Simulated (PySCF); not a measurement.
**Excitation energy of Al²⁺ by level of theory**

Al²⁺ [Ne] 3s1 (2S) → Al²⁺ [Ne] 3p1 (2P), as a difference of total energies. All numbers are calculated (PySCF 2.14, no relativity, point nucleus, in def2-QZVPPD). Correlated levels: valence and next inner shell: 1s2 frozen. The calculations carry no spin-orbit coupling.

```tsv
method	excitation energy (eV)
UHF	6.520
LDA	6.295
PBE	6.146
PBE0	6.242
r2SCAN	6.121
B3LYP	6.313
wB97X-V	6.317
wB97X	6.096
BHandHLYP	6.462
MP2 (valence and next inner shell)	6.647
SCS-MP2 (valence and next inner shell)	6.620
```

How much does correlation contribute at MP2 (valence and next inner shell)?

6.647 − (6.520) = 0.127 eV, measured against UHF.

A first-order spin-orbit estimate (lowest level to lowest level, LS coupling) adds -0.015 eV.
